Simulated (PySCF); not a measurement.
**Dipole response of O²⁺ (oxygen, charge +2)**

[He] 2s2 2p2, high-spin 3P determinant. All numbers are calculated (PySCF 2.14, the non-relativistic Hamiltonian (point nucleus), in aug-cc-pVTZ (5s4p3d2f, 46 functions)). Coupled (time-dependent) response in atomic units; α is the mean over directions.

| method | mean α (bohr³) | α xx, yy, zz | C₆ (like pair) | S(−4) |
| --- | --- | --- | --- | --- |
| UHF | 1.800 | 1.917, 1.741, 1.741 | 2.359 | 3.626 |
| PBE | 1.750 | 1.868, 1.691, 1.691 | 2.351 | 2.804 |
| PBE0 | 1.747 | 1.867, 1.687, 1.687 | 2.333 | 2.879 |
| wB97M-V | 1.721 | 1.845, 1.658, 1.658 | 2.328 | 2.500 |
| B3LYP | 1.726 | 1.851, 1.664, 1.664 | 2.305 | 2.713 |

S(−4) is the Cauchy moment in α(ω) = α(0) + S(−4) ω² + …

α(iu) at PBE0:

```
u (hartree)  α(iu) (bohr³)
          0          1.747
     0.0500          1.740
      0.100          1.719
      0.200          1.644
      0.300          1.539
      0.500          1.309
      0.750          1.058
       1.00         0.8649
       1.50         0.6049
       2.00         0.4435
       3.00         0.2642
       5.00         0.1224
```

A single London oscillator, α(iu) = α/(1 + u²/ω²), gives C₆ = (3/4) ω α². Matching the computed C₆ needs ω = 4 × 2.333 / (3 × 1.747²) = 1.02 hartree.

For an ion, C₆ is the dispersion term alone; charge-induced terms of lower order in 1/R come first.

The components differ because the open shell of this determinant is not spherical; for a pure term their mean is the scalar polarisability.
